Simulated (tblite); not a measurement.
C5H15O2PSi.
Cartesian coordinates in Å at the GFN2-xTB level; atoms count from 1:
```xyz
24
C5H15O2PSi angstrom
C     -1.636    0.273    1.455
Si    -1.162   -0.028   -0.365
C     -1.324   -1.873   -0.800
C     -2.255    1.042   -1.505
C      0.651    0.500   -0.672
P      1.698   -0.141    0.663
C      3.433    0.151    0.144
O      1.425   -1.507    1.132
O      1.508    0.928    1.864
H     -1.342    1.264    1.790
H     -1.145   -0.457    2.091
H     -2.707    0.177    1.608
H     -2.298   -2.263   -0.522
H     -1.190   -2.053   -1.864
H     -0.570   -2.445   -0.268
H     -3.291    0.735   -1.423
H     -2.205    2.095   -1.246
H     -1.967    0.945   -2.546
H      1.020    0.077   -1.604
H      0.779    1.579   -0.709
H      4.089   -0.185    0.944
H      3.639   -0.433   -0.748
H      3.603    1.205   -0.053
H      1.237    0.434    2.639
```

All values are computed: GFN2-xTB (tblite) harmonic vibrations without scaling, gas phase. Against measured fundamentals such values can be off by several per cent, at times by over 20. One conformer, not necessarily the lowest.

Harmonic wavenumbers (cm⁻¹): 41.5, 66.1, 102.1, 111.9, 139.3, 144.4, 145.6, 153.4, 169.0, 169.7, 181.7, 196.5, 203.6, 236.4, 275.7, 282.6, 380.0, 407.8, 612.1, 672.7, 686.6, 724.4, 740.2, 746.6, 772.8, 779.4, 782.6, 794.0, 795.8, 830.6, 847.9, 855.5, 863.4, 879.4, 899.6, 1002.1, 1121.3, 1251.3, 1316.1, 1362.8, 1366.9, 1375.8, 1412.4, 1431.6, 1441.7, 1471.5, 1473.0, 1478.1, 1480.6, 1489.2, 1495.3, 2993.7, 3009.7, 3018.4, 3031.0, 3032.7, 3035.3, 3039.2, 3042.4, 3043.3, 3044.5, 3048.1, 3050.0, 3053.0, 3066.9, 3592.4.

A = 1858, B = 714.9, C = 706.9 MHz; mass 166.058 u (most abundant isotopes); point group C1, symmetry number 1.

Q: What is the zero-point energy?

A: Half the sum of the wavenumbers: 42381 cm⁻¹ = 121.17 kcal/mol.

Q: What is S at 400 K and 1 bar for an ideal gas of classical rigid rotors and harmonic oscillators?

A: Translation 42.72, rotation 31.09, vibration 65.11: S = 138.9 cal/(mol K).

Q: And Cp and H(400 K) − H(0)?

A: Cp = 66.21 cal/(mol K), of which vibrations give 58.26 (their classical limit is 66 R = 131.2); H(400 K) − H(0) = 16.26 kcal/mol without the zero-point energy, 13.08 from vibrations.

Q: What must be added to the electronic energy to get the Gibbs energy at 400 K and 1 bar?

A: ZPE + [H(400 K) − H(0)] − T·S = 121.17 + 16.26 − 55.57 = 81.86 kcal/mol.

Q: Blend soft modes into free rotors: weight 1/[1 + (100 cm⁻¹/ν̃)⁴] for the oscillator and the rest for a rotor with moment μB/(μ + B), μ = h/(8π²ν), B = 10⁻⁴⁴ kg m². What vibrational entropy results?

A: 61.10 cal/(mol K) in place of 65.11, which changes −T·S at 400 K by +1.60 kcal/mol.

Q: How do the functions run with temperature in this model?

A: 
```tsv
T (K)	S (cal/(mol K))	Cp (cal/(mol K))	H − H(0) (kcal/mol)	G − H(0) (kcal/mol)	ln q(vib)
50	61.8	16.9	0.55	-2.54	0.71
100	77.5	28.8	1.72	-6.03	2.75
298.15	121.2	54.7	10.09	-26.04	11.99
373.15	134.4	63.4	14.52	-35.63	15.19
500	154.7	75.6	23.37	-54.00	20.31
750	188.9	92.6	44.55	-97.09	29.49
1000	217.2	104.2	69.24	-147.95	37.64
```

q(vib) and H(0) count from the zero-point level.

Q: Which modes carry the vibrational entropy at 400 K?

A: 41.5 cm⁻¹: 5.77; 66.1 cm⁻¹: 4.85; 102.1 cm⁻¹: 3.99; 111.9 cm⁻¹: 3.81; 139.3 cm⁻¹: 3.38; 144.4 cm⁻¹: 3.31 cal/(mol K); the other 60 give 40.01 together.

Hindered rotation and anharmonicity are outside this model. Other conformers, if any are populated, would add a mixing term that is left out. The structure is chiral; the term R ln 2 for an equal mix with its mirror image is left out.

Run on one thread, x86-64 server, no GPU (shared host). This covers the Hessian and the dipole derivatives.
